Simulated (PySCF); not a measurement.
Ne²⁺: excitation energy

Ne²⁺ [He] 2s2 2p4 (3P) → Ne²⁺ [He] 2s2 2p3 3d1 (5D), as a difference of total energies. Computed with PySCF 2.14 in aug-cc-pCVTZ-DK, with scalar relativity by spin-free X2C-1e. Correlated levels: valence: 1s2 frozen. The calculations carry no spin-orbit coupling.

| method | excitation energy (cm⁻¹) |
| --- | --- |
| UHF | 426190 |
| MP2 (valence) | 433370 |
| SCS-MP2 (valence) | 435020 |
| CCSD (valence) | 433240 |
| CCSD(T) (valence) | 433270 |

A first-order spin-orbit estimate (lowest level to lowest level, LS coupling) adds 0.036 eV.

The promoted electron is Rydberg-like, and one or two diffuse shells describe it only roughly, which tends to raise the upper state.
